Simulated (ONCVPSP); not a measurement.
## Transferability test, ONCV potential for Fe

| Item | Value |
| --- | --- |
| Element | iron (Fe) |
| Generator | ONCVPSP 4.0.1 |
| Type | optimised norm-conserving Vanderbilt (ONCV) |
| Functional | PBEsol |
| Relativity | scalar-relativistic |
| Frozen core | [Ar] |
| Valence charge | 8 |
| Reference configuration | 3d6 4s1.5 4p0.5 |
| Partial waves | 4s: rc 2.35 bohr, ncon 4, nbas 8, qcut 2.4 1/bohr, 2 projectors, debl 1.8 Ha; 4p: rc 2.45 bohr, ncon 3, nbas 7, qcut 3.6 1/bohr, 3 projectors, debl 3.2 Ha; 3d: rc 1.55 bohr, ncon 3, nbas 8, qcut 12 1/bohr, 2 projectors, debl 0.6 Ha |
| Local potential | polynomial inside 1.45 bohr (lpopt 3, dvloc0 4 Ha) |
| Core correction | none |

Energies are relative to the spin-unpolarised reference configuration 3d6 4s1.5 4p0.5; without spin polarisation the order of configurations can differ from experiment.

**Question.** Give the all-electron excitation energy and the error of the potential for: 3d6 4s2 4p0; 3d6 4s1 4p0; 3d6 4s0 4p0; 3d5 4s2 4p1.

**Answer.**

```csv
valence configuration,charge,ΔE all-electron (eV),error AE − PS (meV)
3d6 4s2 4p0,0,-2.037,+0.2
3d6 4s1 4p0,+1,6.709,-3.0
3d6 4s0 4p0,+2,22.825,+21
3d5 4s2 4p1,0,6.740,-119
```

Levels in the configuration 3d6 4s1 4p0:

```tsv
level	all-electron (eV)	pseudo (eV)
3d	-15.984	-15.952
4s	-12.327	-12.330
```

Note: no bound ghost flagged; GHOST(+) flagged for s at 101.0 eV.
